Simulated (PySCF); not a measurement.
## Bond curve of CsN

Set-up: PySCF, scalar-relativistic core potentials, basis sets Cs def2-SVPD with ECP46, N def2-SVPD. Energies in eV from Cs + N in their ground configurations at the same level. All curves are PBE0. state 1: ³Σ⁻ (triplet), unpaired electrons π ↑↑; state 2: ³Π (triplet), unpaired electrons σ ↑, π ↑, a second solution, started from another occupation; state 3: Ms = 0 determinant of mixed spin (⟨S²⟩ near 1.0), unpaired electrons π ↑↓, a mixture of terms (⟨Lz²⟩ = 2.0), a second solution, started from another occupation; state 4: Ms = 0 determinant of mixed spin (⟨S²⟩ near 1.0), unpaired electrons σ ↓, π ↑, a second solution, started from another occupation.

| R (Å) | state 1 | state 2 | state 3 | state 4 |
| --- | --- | --- | --- | --- |
| 2.448 | -0.5411 | -0.7890 | 0.0082 | -0.2433 |
| 2.561 | -0.7572 | -0.8525 | -0.1987 | -0.2994 |
| 2.675 | -0.8692 | -0.8358 | -0.2965 | -0.2780 |
| 2.761 | -0.9053 | -0.7870 | -0.3183 | -0.2266 |
| 2.846 | -0.9128 | -0.7167 | -0.3079 | -0.1540 |
| 2.931 | -0.8999 | -0.6315 | -0.2735 | -0.0663 |
| 3.045 | -0.8619 | -0.5033 | -0.2016 | 0.0659 |
| 3.188 | -0.7951 | -0.3315 | -0.0849 | 0.2453 |
| 3.358 | -0.7038 | -0.1242 | 0.0753 | 0.4678 |
| 3.586 | -0.5831 | 0.1310 | 0.2982 | 0.7604 |

**Question.** Put a parabola through the three lowest points of the state 1 curve and estimate Re, k and ωe (reduced mass 12.67 u; 1 eV/Å² = 0.16022 mdyn/Å; ωe = 1302.8·√(k/μ) cm⁻¹).

**Answer.** Through R = 2.761, 2.846, 2.931 Å the second-order coefficient is 1.41 eV/Å², so Re ≈ 2.835 Å, k ≈ 0.452 mdyn/Å and ωe ≈ 246 cm⁻¹. A polynomial fit of higher order to the unrounded PBE0 energies gives Re = 2.830 Å, k = 0.474 mdyn/Å, ωe = 252 cm⁻¹; anharmonicity and rounding make the difference.

The higher-order fit for each curve: state 1: Re = 2.830 Å, ωe = 252 cm⁻¹, De = 0.91 eV; state 2: Re = 2.589 Å, ωe = 346 cm⁻¹, minimum 0.85 eV below the ground-state fragments; state 3: Re = 2.772 Å, ωe = 301 cm⁻¹, minimum 0.319 eV below the ground-state fragments; state 4: Re = 2.580 Å, ωe = 345 cm⁻¹, minimum 0.300 eV below the ground-state fragments.

⟨S²⟩ of the unrestricted solution departs from its pure value on part of the curve, where spin states mix. Spin–orbit coupling is left out, which matters for elements this heavy, above all for dissociation energies. The state is the lowest determinant that a PBE0 search found; another state may lie lower at other levels.
